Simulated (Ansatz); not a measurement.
Basis-set series for `Cl[CH]1[CH2][GeH2]1`. Total charge 0; spin multiplicity 1. Geometry: relaxed with PBE0-D4/def2-TZVP.

```xyz
9

Cl    0.268   -0.569    2.307
C     0.142    0.378    0.831
C     0.904   -0.117   -0.383
Ge   -1.028   -0.134   -0.642
H     0.237    1.435    1.053
H     1.532    0.604   -0.896
H     1.362   -1.094   -0.281
H    -1.691    0.977   -1.446
H    -1.725   -1.480   -0.544
```

| functional | basis | functions | energy (Eh) | HOMO (eV) | LUMO (eV) |
| --- | --- | --- | --- | --- | --- |
| PBE0-D4 | def2-TZVPP | 222 | -2615.90819 | -6.64 | -0.06 |
| PBE0-D4 | def2-QZVPP | 423 | -2615.97131 | -6.67 | -0.28 |
| ωB97M-V | def2-TZVPP | 222 | -2616.22631 | -8.74 | 1.77 |
| ωB97M-V | def2-QZVPP | 423 | -2616.28764 | -8.77 | 1.30 |

(1) Give the rows for def2-SVP. (Estimate.)

## Answers

(1) The calculation gave: 
```csv
functional,basis,functions,energy (Eh),HOMO (eV),LUMO (eV)
PBE0-D4,def2-SVP,103,-2615.39957,-6.56,0.19
ωB97M-V,def2-SVP,103,-2615.71585,-8.65,2.11
```

Positive LUMOs are unbound and depend on the basis. Scalar relativity is left out up to krypton.

Program: Ansatz 0.2.0.
